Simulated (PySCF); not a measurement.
Computed NMR parameters against published values

Geometry (Å), atoms numbered from 1 in this order:
```xyz
11

N     3.3961    0.9611    0.9245
C     2.7168    0.6064    0.0601
S     1.7531    0.0912   -1.2141
C     0.2168   -0.0450   -0.3823
C    -0.9845   -0.4844   -1.0202
C    -1.9324   -0.4480   -0.0561
O    -1.4106   -0.0263    1.1131
C    -0.0985    0.2198    0.9094
H    -1.1141   -0.7814   -2.0483
H    -2.9828   -0.6863   -0.0520
H     0.4778    0.5672    1.7497
```

Published estimates (parent shift plus substituent increments) and measurements: δ ¹H H11 7.57; H10 7.41; H9 6.49 ppm (estimated from measurements, as parent shift plus tabulated substituent increment; solution, not stated per compound (mostly CDCl3 or CCl4); Pretsch, Buehlmann, Badertscher, Structure Determination of Organic Compounds, 4th ed. (2009)).

[PySCF 2.14: coordinates at the PBE0-D3(BJ)/def2-TZVP level; shieldings: GIAO B97-2/pcSseg-2; no relativistic terms; isolated molecule; single conformer]

Q: How close does the calculation come?

A: 
Reference values: estimated from measurements, as parent shift plus tabulated substituent increment (solution, not stated per compound (mostly CDCl3 or CCl4); Pretsch, Buehlmann, Badertscher, Structure Determination of Organic Compounds, 4th ed. (2009)).
| atoms | quantity | reference | computed | computed, scaled |
| --- | --- | --- | --- | --- |
| H11 | δ ¹H | 7.57 | 7.70 | 7.37 |
| H10 | δ ¹H | 7.41 | 7.62 | 7.29 |
| H9 | δ ¹H | 6.49 | 6.44 | 6.18 |

Computed shifts are σ(ref) − σ with the named reference compound (TMS for H and C) calculated as an isolated molecule at the same level. The measured values may be among those fitted. Shieldings were converted by linear fits to measured shifts (mostly CDCl3, TMS scale, for H and C): ¹H (scatter 0.14 ppm rms, 0.16 ppm with the 4 outliers that the fit left out). Occasional misses reach two or three times the rms, and more in compound classes unlike the fitted ones.

Q: How far are the unscaled ¹H shifts from the references?

A: Mean signed difference +0.10 ppm, mean absolute 0.13 ppm over 3 comparisons; the largest is +0.21 ppm at H10 (hydrogen on an aromatic CH next to the ring oxygen).
